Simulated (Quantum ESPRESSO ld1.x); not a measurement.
Values are calculated unless marked as measured or tabulated.
Radial electron density D(r) = 4 pi r^2 rho(r) of an atom or ion with 22 electrons. Level of theory: non-relativistic Kohn-Sham, LDA (Slater exchange, Perdew-Zunger correlation), spin-polarised, spherical densities, point nucleus (ld1.x of Quantum ESPRESSO 7.5).

r (bohr),D(r) (e/bohr),spin D(r)
0.002211,0.6420,-0.000136
0.002513,0.8164,-0.000173
0.00288,1.051,-0.000222
0.003299,1.350,-0.000285
0.00375,1.704,-0.000359
0.004296,2.174,-0.000456
0.004922,2.762,-0.000577
0.005639,3.493,-0.000726
0.006409,4.336,-0.000894
0.007342,5.422,-0.00111
0.008412,6.734,-0.00135
0.009561,8.196,-0.00162
0.01095,10.01,-0.00192
0.01255,12.10,-0.00224
0.01426,14.31,-0.00251
0.01634,16.87,-0.00273
0.01872,19.60,-0.00278
0.02145,22.38,-0.00255
0.02438,24.91,-0.00191
0.02793,27.32,-0.000541
0.032,29.25,0.00187
0.03637,30.45,0.00547
0.04166,30.93,0.0112
0.04773,30.54,0.0195
0.05425,29.47,0.0302
0.06216,27.85,0.0453
0.07121,26.15,0.0648
0.08159,24.92,0.0891
0.09273,24.63,0.117
0.1062,25.53,0.153
0.1217,27.62,0.198
0.1383,30.20,0.252
0.1585,32.77,0.334
0.1816,34.15,0.456
0.2064,33.61,0.631
0.2364,30.83,0.915
0.2709,26.25,1.33
0.3103,20.98,1.92
0.3527,16.66,2.61
0.4041,13.75,3.45
0.463,12.87,4.28
0.5262,13.35,4.90
0.6028,14.16,5.23
0.6907,14.19,5.11
0.785,12.98,4.58
0.8993,10.57,3.73
1.03,7.684,2.85
1.18,5.093,2.16
1.342,3.361,1.78
1.537,2.310,1.62
1.761,1.798,1.55
2.002,1.496,1.42
2.293,1.156,1.14
2.627,0.7699,0.767
2.986,0.4387,0.438
3.421,0.1932,0.193
3.919,0.06576,0.0658
4.49,0.01681,0.0168
5.103,0.003480,0.00348
5.847,0.0004626,0.000463

What is the nuclear charge?

Answer. Z = 26. The innermost maximum, from 1s, lies near 1/Z = 0.0385 bohr (found: 0.0420), and its height grows with Z. The density is that of the iron ion Fe4+ in [Ne] 3p6 3d4 4p2; the configuration itself is not fixed sharply by these data, and Z only to about a unit. D(r) has 3 maxima, at r = 0.0420, 0.187, 0.648 bohr, and minima at 0.0898, 0.463 bohr, inside which lie 2.11, 10.89 electrons.
